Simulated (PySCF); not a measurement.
CH₃Cl₂Si, SMILES C[Si](Cl)Cl (connectivity only; charge and spin as stated), charge +1, multiplicity 1. Atoms are numbered in the order given.

```xyz
7

C     -2.0843    -0.5268    -0.0314
Si    -0.3092    -0.0803    -0.0158
Cl     1.1194    -1.4475     0.2414
Cl     0.3017     1.8074    -0.2155
H     -2.4634    -0.4416     1.0132
H     -2.2128    -1.5741    -0.3728
H     -2.6496     0.1818    -0.6709
```
Charge +1, spin multiplicity 1.

Geometry: PBE-D3(BJ)/def2-SVP. The multiplicity is an assumed one; other spin states were not compared. The isomer is the one that the SMILES or the coordinates give; other isomers of the formula were not compared.

These are PBE-D3(BJ)/def2-SVP (PySCF) values and carry that method's errors.

Frequencies are harmonic and unscaled.

Computed normal modes with their intensities:
```json
[
 {"mode": "1", "ν (cm⁻¹)": "18", "IR (km/mol)": "0.4", "moving atoms (share of kinetic energy)": "H 98 %"},
 {"mode": "2", "ν (cm⁻¹)": "187", "IR (km/mol)": "10.5", "moving atoms (share of kinetic energy)": "Cl 70 %, Si 18 %, C 9 %"},
 {"mode": "3", "ν (cm⁻¹)": "190", "IR (km/mol)": "0.7", "moving atoms (share of kinetic energy)": "C 36 %, Cl 29 %, H 27 %"},
 {"mode": "4", "ν (cm⁻¹)": "209", "IR (km/mol)": "6.4", "moving atoms (share of kinetic energy)": "Si 65 %, H 16 %, Cl 13 %"},
 {"mode": "5", "ν (cm⁻¹)": "486", "IR (km/mol)": "18.1", "moving atoms (share of kinetic energy)": "Cl 61 %, C 26 %"},
 {"mode": "6", "ν (cm⁻¹)": "673", "IR (km/mol)": "74.8", "moving atoms (share of kinetic energy)": "Si 45 %, Cl 32 %, H 19 %"},
 {"mode": "7", "ν (cm⁻¹)": "726", "IR (km/mol)": "29.4", "moving atoms (share of kinetic energy)": "H 73 %, C 18 %"},
 {"mode": "8", "ν (cm⁻¹)": "793", "IR (km/mol)": "71.6", "moving atoms (share of kinetic energy)": "Si 48 %, C 33 %, H 13 %"},
 {"mode": "9", "ν (cm⁻¹)": "815", "IR (km/mol)": "130.7", "moving atoms (share of kinetic energy)": "H 58 %, Si 21 %, C 17 %"},
 {"mode": "10", "ν (cm⁻¹)": "1204", "IR (km/mol)": "21.8", "moving atoms (share of kinetic energy)": "H 81 %, C 18 %"},
 {"mode": "11", "ν (cm⁻¹)": "1330", "IR (km/mol)": "10.5", "moving atoms (share of kinetic energy)": "H 96 %"},
 {"mode": "12", "ν (cm⁻¹)": "1337", "IR (km/mol)": "16.9", "moving atoms (share of kinetic energy)": "H 96 %"},
 {"mode": "13", "ν (cm⁻¹)": "2960", "IR (km/mol)": "55.5", "moving atoms (share of kinetic energy)": "H 97 %"},
 {"mode": "14", "ν (cm⁻¹)": "3062", "IR (km/mol)": "32.8", "moving atoms (share of kinetic energy)": "H 91 %, C 9 %"},
 {"mode": "15", "ν (cm⁻¹)": "3104", "IR (km/mol)": "31.2", "moving atoms (share of kinetic energy)": "H 90 %, C 10 %"}
]
```
